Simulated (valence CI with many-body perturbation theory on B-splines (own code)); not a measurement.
## As XIX: E2, M1, M2 decay

Level of theory: configuration interaction combined with many-body perturbation theory (CI+MBPT): five valence electrons over a frozen Dirac-Fock core [Ne], radial functions for each j: 9 s, 9 p, 8 d, 6 f, 3 g, 1 h, with the one-electron correlation potential Σ1 (screened to all orders), the two-electron term Σ2, the three-electron term Σ3, Breit, model QED; selected single and double excitations, second order for the rest (own B-spline code, finite nucleus).

No measured levels were compared; by estimate levels of excited configurations hold to 0.05 to 0.15 % of their energy, terms of the ground configuration to about 0.5 %. Among the levels kept, up to 450 cm⁻¹ of a level comes from second order outside the variational space, and about a tenth of that is noise between levels of different J, which matters for small intervals.

Lines 1 to 17 of 17 in falling wavelength, among levels below 1027400 cm⁻¹, chosen from the decays that carry over 1 % of a level's rate. Wavelengths and rates use the calculated energies, so an error of 300 cm⁻¹ moves a line at 2437 Å by 0.73 % and its rate by three times that or more. Electric multipoles are in the length gauge, E1 and E2 with the static RPA response of the core. S is in atomic units (e²a₀⁴ for E2 and M2, e²a₀⁶ for E3), for M1 in squared Bohr magnetons. Weak lines are less certain than strong ones. Lines between different terms over intervals too small for the method are left out, as are lines whose strength nearly cancels.

Names give the largest LS component (configuration and term), which can be under half, so a name can repeat, a term be missing and a line seem to break the LS rules; names also repeat where a configuration has a term twice. Letters in brackets count levels of one name in rising energy.

| λ vac (Å) | Upper | Lower | Type | A (s⁻¹) | S (a.u.) |
| --- | --- | --- | --- | --- | --- |
| 4931 | 3s2 3p3 2D°_5/2 | 3s2 3p3 2D°_3/2 | M1 | 6.52e+01 | 1.74e+00 |
| 4646 | 3s2 3p2 3d 4F_9/2 | 3s2 3p2 3d 4F_7/2 | M1 | 2.25e+02 | 8.37e+00 |
| 2722 | 3s2 3p3 2P°_3/2 | 3s2 3p3 2P°_1/2 | M1 | 3.16e+02 | 9.46e-01 |
| 2437 | 3s2 3p2 3d 2G_9/2 | 3s2 3p2 3d 4D_7/2 | M1 | 1.97e+02 | 1.06e+00 |
| 1657 | 3s2 3p3 2D°_3/2 | 3s2 3p3 4S°_3/2 | M1 | 2.11e+03 | 1.43e+00 |
| 1642 | 3s2 3p3 2P°_1/2 | 3s2 3p3 2D°_3/2 | M1 | 6.20e+02 | 2.03e-01 |
| 1293 | 3s2 3p3 2P°_3/2 | 3s2 3p3 2D°_5/2 | M1 | 1.77e+03 | 5.68e-01 |
| 1240 | 3s2 3p3 2D°_5/2 | 3s2 3p3 4S°_3/2 | M1 | 2.41e+02 | 1.02e-01 |
| 1177 | 3s2 3p2 3d 2G_9/2 | 3s2 3p2 3d 4F_9/2 | M1 | 2.22e+03 | 1.34e+00 |
| 1069 | 3s2 3p2 3d 2G_9/2 | 3s2 3p2 3d 2F_7/2 [a] | M1 | 1.26e+02 | 5.69e-02 |
| 1024 | 3s2 3p3 2P°_3/2 | 3s2 3p3 2D°_3/2 | M1 | 7.19e+03 | 1.15e+00 |
| 939.2 | 3s2 3p2 3d 2G_9/2 | 3s2 3p2 3d 4F_7/2 | M1 | 1.79e+03 | 5.50e-01 |
| 824.8 | 3s2 3p3 2P°_1/2 | 3s2 3p3 4S°_3/2 | M1 | 4.49e+03 | 1.87e-01 |
| 633.0 | 3s2 3p3 2P°_3/2 | 3s2 3p3 4S°_3/2 | M1 | 3.17e+03 | 1.19e-01 |
| 387.4 | 3s2 3p2 3d 4F_9/2 | 3s 3p4 4P_5/2 | E2 | 1.04e+02 | 8.07e-03 |
| 291.5 | 3s2 3p2 3d 2G_9/2 | 3s 3p4 4P_5/2 | E2 | 9.49e+01 | 1.78e-03 |
| 164.0 | 3s2 3p2 3d 4F_9/2 | 3s2 3p3 2D°_5/2 | M2 | 1.64e+02 | 1.73e-04 |
